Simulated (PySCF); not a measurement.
AlClH₄O₂Si.

```xyz
9

Si    -1.2958    -0.4121    -0.1810
Cl    -1.6559     1.6640    -0.2385
Al     1.1094    -0.6232     0.1581
O      1.7630    -2.1922     0.2650
O      2.1442     0.7284     0.2900
H     -1.8021    -0.9830    -1.4605
H     -2.1364    -0.9756     0.9123
H      2.6972    -2.3949     0.3956
H      1.8530     1.6472     0.2456
```

Geometry: TPSSh-D3(BJ)/def2-SVP. The structure was generated by enumeration; whether it is a known compound was not checked. One conformer was computed; it need not be the lowest.

Computed with PBE/pcSseg-1 (PySCF). Non-relativistic, no solvent.

Q: Give the absolute GIAO shielding of each atom: isotropic value and principal components (ppm). (Estimate from the structure and the level; the computed values follow.)

A: 
| atom | σ(iso) | σ11 | σ22 | σ33 | span |
|---|---|---|---|---|---|
| Si1 | 371.0 | 304.4 | 326.4 | 482.2 | 177.8 |
| Cl2 | 1042.8 | 963.1 | 1048.5 | 1116.8 | 153.8 |
| Al3 | 418.1 | 383.3 | 423.7 | 447.3 | 64.0 |
| O4 | 280.9 | 211.9 | 287.2 | 343.5 | 131.6 |
| O5 | 251.8 | 143.0 | 286.4 | 326.1 | 183.1 |
| H6 | 26.0 | 22.2 | 24.7 | 31.1 | 8.9 |
| H7 | 26.0 | 22.2 | 24.7 | 31.1 | 8.9 |
| H8 | 28.9 | 21.7 | 22.3 | 42.7 | 21.0 |
| H9 | 27.8 | 20.8 | 24.5 | 38.0 | 17.1 |
